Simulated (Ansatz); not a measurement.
Consider the ligand exchange at the Sc–O bond: `C[O][Sc]([Cl])[Cl]` + `O[SiH3]` → `[SiH3][O][Sc]([Cl])[Cl]` + CH₃OH.

Computed with Ansatz on PBE0-D4/def2-TZVP structures; ΔE is electronic, products minus reactants. CCSD(T)/CBS is the MP2 limit (def2-TZVPP, def2-QZVPP) plus CCSD(T) − MP2 in def2-TZVPP, frozen cores. This one scheme is used for every species. DFT in def2-TZVPP. B3LYP here is the variant with VWN-RPA as its local correlation; programs differ in this. For Sc outer-core shells are correlated without core-valence functions, which leaves a few kJ/mol of doubt a bond. Scalar relativity is left out up to krypton. Each species was taken in one conformer, which may not be the lowest.

`C[O][Sc]([Cl])[Cl]`:

Cartesian coordinates in Å:
```
C 0.655 1.249 -0.537
O 0.054 0.090 -0.052
Sc -0.738 -1.410 0.603
Cl -1.846 -1.270 2.617
Cl -0.585 -3.356 -0.617
H 0.210 1.536 -1.495
H 1.726 1.086 -0.691
H 0.524 2.074 0.171
```

`O[SiH3]`:

Z-matrix (Å, degrees):
```
Si
O 1 1.648
H 1 1.489 2 111.7
H 1 1.489 2 111.7 3 120.9
H 1 1.481 2 105.9 3 -119.6
H 2 0.957 1 117.9 3 -60.5
```

`[SiH3][O][Sc]([Cl])[Cl]`:

Cartesian coordinates in Å:
```
Si 1.466 0.237 0.600
O -0.042 -0.005 -0.007
Sc -1.731 -0.278 -0.704
Cl -2.141 0.367 -2.865
Cl -3.321 -1.251 0.629
H 2.431 -0.640 -0.112
H 1.855 1.658 0.410
H 1.482 -0.088 2.050
```

CH₃OH:

Z-matrix (Å, degrees):
```
C
O 1 1.409
H 1 1.097 2 112.4
H 1 1.090 2 107.0 3 -118.5
H 1 1.097 2 112.4 3 123.0
H 2 0.959 1 108.5 3 -61.6
```

| level | ΔE (kcal/mol) |
| --- | --- |
| r2SCAN-D4 | -1.9 |
| B3LYP-D4 | -2.3 |
| BLYP | -1.4 |
| LC-ωPBE | -2.0 |
| HF/def2-SVP | -4.2 |
| CCSD/def2-SVP | -3.2 |
| SCS-MP2/def2-QZVPP | -3.0 |
| HF/CBS(def2) | -4.5 |

Question: What does CCSD(T)/CBS give? (Estimate.)

Answer: Ansatz gave: -3.1 kcal/mol. The listed levels differ from it by 1.2, 0.8, 1.7, 1.1, -1.1, -0.1, 0.1, -1.4 kcal/mol.

Largest T1 diagnostic among the species: 0.015.

From BLYP to BHLYP (50 % exact exchange), in def2-TZVPP and without D4, ΔE moves by −1.4 kcal/mol. Leaving LDA and LC-ωPBE aside and taking each functional with its dispersion term where it has one, the values, not all of them listed here, spread over 1.8 kcal/mol, from BHLYP-D4 to PBE-D4. LDA lies +1.1 kcal/mol from PBE without D4. In def2-TZVPP, CCSD(T) changes the Hartree–Fock value by +1.5 kcal/mol (the triples alone add +0.4 kcal/mol) and MP2 by +1.9 kcal/mol.
